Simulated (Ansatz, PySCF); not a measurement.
Input for PySCF:
```python
from pyscf import gto, scf, cc

mol = gto.M(
    atom='''
N    -0.002571    0.000163    1.383954
C     0.002860   -0.000181   -1.539953
C     0.014409    1.124398    0.663539
C    -0.016874   -1.124242    0.663746
C    -0.014810   -1.159869   -0.712972
C     0.017459    1.159701   -0.713185
H     0.026070    2.042966    1.265087
H    -0.030770   -2.042668    1.265462
H    -0.027651   -2.146913   -1.192443
H     0.032081    2.146632   -1.192837
''',
    basis='sto-3g',
    charge=-1,
    spin=0,
    verbose=3,
)

mf = scf.RHF(mol)
mf.kernel()

mycc = cc.CCSD(mf, frozen=6)
mycc.kernel()
et = mycc.ccsd_t()
print('E(CCSD(T)) = %.10f' % (mycc.e_tot + et))
```

Q: Convert this to an input for Ansatz (an electronic-structure program).

A: Several could match; the one computed here: 
Ansatz 0.2 input:
```yaml
crystal:
  periodic: [false, false, false]
  atoms:
    - {symbol: N, position_ang: [-0.00257057, 0.00016295, 1.38395379]}
    - {symbol: C, position_ang: [0.00286033, -0.00018132, -1.53995306]}
    - {symbol: C, position_ang: [0.01440886, 1.12439782, 0.66353930]}
    - {symbol: C, position_ang: [-0.01687418, -1.12424154, 0.66374596]}
    - {symbol: C, position_ang: [-0.01481043, -1.15986852, -0.71297161]}
    - {symbol: C, position_ang: [0.01745938, 1.15970060, -0.71318479]}
    - {symbol: H, position_ang: [0.02606951, 2.04296628, 1.26508679]}
    - {symbol: H, position_ang: [-0.03076978, -2.04266832, 1.26546228]}
    - {symbol: H, position_ang: [-0.02765064, -2.14691273, -1.19244289]}
    - {symbol: H, position_ang: [0.03208109, 2.14663188, -1.19283749]}
basis:
  gaussian:
    orbitals: STO-3G
total_charge: -1
magnetization: {spin_polarized: false}
correlation: {method: ccsd_t, electrons: outside_noble_gas}
accuracy: high
```

Both were run: PySCF gave -243.246983 Eh and Ansatz -243.246982 Eh, 0.000 mEh apart.
